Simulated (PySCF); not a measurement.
A structure optimised at PBE-D3(BJ)/def2-SVP, used in a PySCF frequency run:

```xyz
12

O     -0.6006     2.3662     0.0109
C     -0.9434     1.2090    -0.0079
C     -2.0815     0.4066     0.6439
C     -1.6711    -0.8068    -0.2406
C     -0.4247    -0.0321    -0.7589
Se     1.2580    -0.6660     0.0743
H     -1.9273     0.2662     1.7336
H     -3.0932     0.8337     0.4899
H     -2.3917    -1.0214    -1.0532
H     -1.4621    -1.7486     0.3012
H     -0.2866     0.0648    -1.8543
H      1.9188     0.6604    -0.0492
```

Q: Write its SMILES and formula.

A: O=C1CC[C@@H]1[SeH], C₄H₆OSe

Q: What are its rotational constants (standard atomic weights)?

A: 4.1614, 1.5370, 1.2372 GHz
